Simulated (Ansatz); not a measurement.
Species: LaF₂, charge 0, doublet. LaF2 (parent SMILES [La]([F])[F], doublet).
B3LYP-D3(BJ)/def2-TZVP minimum from Ansatz (an electronic-structure program):
```xyz
3

La     0.2371     0.1567     0.0399
F     -1.2946     0.6401    -1.3577
F     -0.2073    -1.6326     1.1050
```
Charge 0, spin multiplicity 2.

Total energies in def2-SVP, 17 correlated electrons, 6 frozen orbitals. Radicals and triplets start from unrestricted determinants; spin-orbit coupling is neglected. Cores are frozen in correlated methods (noble-gas shells, and filled d and f shells in the p block). Past Kr the def2 sets carry scalar-relativistic core potentials. The spin of F2La (parent SMILES [F][La][F], doublet) was assumed, and the state is the lowest solution found for it.

```json
[
 {"method": "HF", "program": "Ansatz", "energy (Eh)": "-230.00690", "minus CCSDT(Q) (mEh)": "433.12"},
 {"method": "MP2", "program": "Ansatz", "energy (Eh)": "-230.43312", "minus CCSDT(Q) (mEh)": "6.90"},
 {"method": "CCSD", "program": "Ansatz", "energy (Eh)": "-230.43080", "minus CCSDT(Q) (mEh)": "9.22"},
 {"method": "CCSD(T)", "program": "Ansatz", "energy (Eh)": "-230.43853", "minus CCSDT(Q) (mEh)": "1.49"},
 {"method": "CCSDT(Q)", "program": "Ansatz", "energy (Eh)": "-230.44002", "minus CCSDT(Q) (mEh)": "0.00"}
]
```

Rough core times of Ansatz's runs on a shared machine: CCSD(T) 20 s, CCSDT(Q) 6 min.
